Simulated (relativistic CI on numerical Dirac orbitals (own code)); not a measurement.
# Ga VI: calculation against measurement

Computed by Dirac-Coulomb-Breit CI, separate exchange-only KLI orbitals for each configuration, model QED, valence Slater integrals scaled by 0.85, P86 correlation energy added to each configuration (own radial code, finite nucleus).

CI space (outside the closed core [Ne]): 3s2 3p6 3d8, 3s2 3p6 3d7 4s, 3s2 3p6 3d7 4p, 3s2 3p5 3d9, 3s2 3p6 3d7 4d, 3s2 3p6 3d7 5s, 3s2 3p6 3d7 5p, 3s2 3p4 3d10, 3s2 3p6 3d7 4f, 3s2 3p6 3d6 4s2, 3s 3p6 3d9, 3s2 3p6 3d7 5d, 3s2 3p6 3d7 5f, 3s2 3p6 3d7 5g, 3s2 3p6 3d6 4s 4p, 3s2 3p6 3d6 4p2. Levels of other configurations are missing.

```csv
Configuration,Term (tabulated),J,Measured (cm⁻¹),Computed,Error,Purity (%)
3s2 3p6 3d8,3F,4,0.0,0,0,100
3s2 3p6 3d8,3F,3,3193.3,3137,-57,100
3s2 3p6 3d8,3F,2,5164.0,5030,-134,97
3s2 3p6 3d8,1D,2,20531.6,18522,-2010,77
3s2 3p6 3d8,3P,2,25683.2,23833,-1851,79
3s2 3p6 3d8,3P,1,26123.7,24378,-1745,100
3s2 3p6 3d8,3P,0,26607.4,24818,-1790,99
3s2 3p6 3d8,1G,4,34249.4,32384,-1866,100
3s2 3p6 3d8,1S,0,78106.2,69464,-8643,99
3s2 3p6 3d7 4s,5F,5,290618.2,293684,3066,99
3s2 3p6 3d7 4s,5F,4,292766.3,295805,3039,98
3s2 3p6 3d7 4s,5F,3,294471.9,297493,3021,99
3s2 3p6 3d7 4s,5F,2,295691.7,298699,3007,99
3s2 3p6 3d7 4s,5F,1,296472.6,299474,3002,99
3s2 3p6 3d7 4s,3F,4,301417.4,303992,2574,97
3s2 3p6 3d7 4s,3F,3,304315.6,306860,2544,98
3s2 3p6 3d7 4s,3F,2,306203.6,308729,2525,99
3s2 3p6 3d7 4s,5P,3,315882.7,319150,3268,99
3s2 3p6 3d7 4s,5P,2,316294.3,319644,3350,92
3s2 3p6 3d7 4s,5P,1,317488.8,320789,3300,95
3s2 3p6 3d7 4s,3G,5,320898.8,321892,993,94
3s2 3p6 3d7 4s,3G,4,321960.7,322928,967,88
3s2 3p6 3d7 4s,3G,3,323491.8,324488,996,99
3s2 3p6 3d7 4s,3P †,2,325408.1,330711,5303,82
3s2 3p6 3d7 4s,3P †,1,325534.2,328792,3258,75
3s2 3p6 3d7 4s,3P †,0,326334.7,334069,7734,100
3s2 3p6 3d7 4s,1G,4,327159.5,327910,750,81
3s2 3p6 3d7 4s,3P †,2,327438.9,328546,1108,90
3s2 3p6 3d7 4s,3P †,1,328609.6,331949,3339,81
3s2 3p6 3d7 4s,3H,6,330355.3,330178,-177,100
3s2 3p6 3d7 4s,3P †,0,330724.3,329748,-976,100
3s2 3p6 3d7 4s,3D,3,331283.5,333384,2101,99
3s2 3p6 3d7 4s,3H,5,331468.2,331291,-177,91
3s2 3p6 3d7 4s,3D,2,333121.7,335327,2205,69
3s2 3p6 3d7 4s,3H,4,333146.0,333044,-102,86
3s2 3p6 3d7 4s,1H,5,336722.0,336349,-373,92
3s2 3p6 3d7 4s,1D,2,338579.5,340568,1989,78
3s2 3p6 3d7 4s,3F,2,353118.1,354264,1146,99
3s2 3p6 3d7 4s,3F,3,353484.3,354623,1138,98
3s2 3p6 3d7 4s,3F,4,354120.4,355252,1132,99
3s2 3p6 3d7 4s,1F,3,359164.4,359958,793,98
3s2 3p6 3d7 4s,3D,2,386736.8,386998,261,98
3s2 3p6 3d7 4s,3D,3,387630.8,387853,222,99
3s2 3p6 3d7 4p,5F°,5,389982.7,392358,2375,83
3s2 3p6 3d7 4p,5F°,3,391766.2,394245,2479,63
3s2 3p6 3d7 4s,1D,2,392566.6,392477,-90,98
3s2 3p6 3d7 4p,5F°,2,393529.7,395969,2439,77
3s2 3p6 3d7 4p,5F°,1,394800.7,397206,2405,90
3s2 3p6 3d7 4p,5G°,6,395468.8,397308,1840,99
3s2 3p6 3d7 4p,5G°,5,395852.3,397812,1960,62
3s2 3p6 3d7 4p,5G° †,4,397051.5,399066,2014,61
3s2 3p6 3d7 4p,5G° †,2,397186.4,399443,2257,60
3s2 3p6 3d7 4p,5D°,1,398298.7,400841,2542,92
3s2 3p6 3d7 4p,3G°,5,400532.9,402360,1827,74
3s2 3p6 3d7 4p,3F°,4,401119.8,403172,2052,89
3s2 3p6 3d7 4p,3F°,3,403397.9,405430,2032,77
3s2 3p6 3d7 4p,3G°,4,403630.9,405423,1792,86
3s2 3p6 3d7 4p,3D°,3,405118.4,407190,2072,69
3s2 3p6 3d7 4p,3F°,2,405283.3,407294,2011,88
3s2 3p6 3d7 4p,3G°,3,405788.3,407574,1786,77
3s2 3p6 3d7 4p,3D°,2,406689.7,409004,2314,87
3s2 3p6 3d7 4p,5S°,2,406843.7,409741,2897,94
```

Measured levels from Shirai, Reader, Kramida and Sugar, J. Phys. Chem. Ref. Data 36, 509 (2007); pairs were made by configuration, J and term (by order where the table uses no LS term), so strongly mixed levels may be paired wrongly.

Mean error by configuration (cm⁻¹): 3s2 3p6 3d8 -2262; 3s2 3p6 3d7 4s 1602; 3s2 3p6 3d7 4p 2176. Over the excited levels the mean absolute error is 1910 cm⁻¹ (61 of the 69 excited levels that our extract of the source holds in range could be paired, and the others can miss by more), and the median relative error of those above 1,000 cm⁻¹ is 0.61 %. † marks terms whose computed intervals miss the measured ones by more than a factor of 2.5, or configurations far off the rest, from wrong mixing, a near crossing or a doubtful label or measurement; they are left out of the means.
